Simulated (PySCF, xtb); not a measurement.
C2H7BFN, SMILES CN(C)BF. One conformer was computed; it need not be the lowest.

Harmonic wavenumbers (cm⁻¹) from GFN2-xTB (xtb) at its own minimum, in rising order: 164, 177, 232, 245, 344, 391, 514, 747, 865, 1022, 1053, 1088, 1092, 1140, 1193, 1229, 1411, 1416, 1467, 1471, 1480, 1485, 1528, 2638, 2933, 2938, 2955, 2962, 3049, 3056.

Q: What does PBE-D3(BJ)/def2-SVP in PySCF give at its own minimum? (The exact figures need the calculation; the answer reports its results.)

A: 172, 210, 249, 257, 320, 375, 531, 844, 849, 1042, 1047, 1077, 1077, 1135, 1217, 1263, 1374, 1396, 1404, 1417, 1418, 1423, 1533, 2562, 2928, 2935, 2987, 2996, 3080, 3092. Paired by order, the mean absolute difference is 29 cm⁻¹ and the zero-point energies are 60.4 and 60.3 kcal/mol.
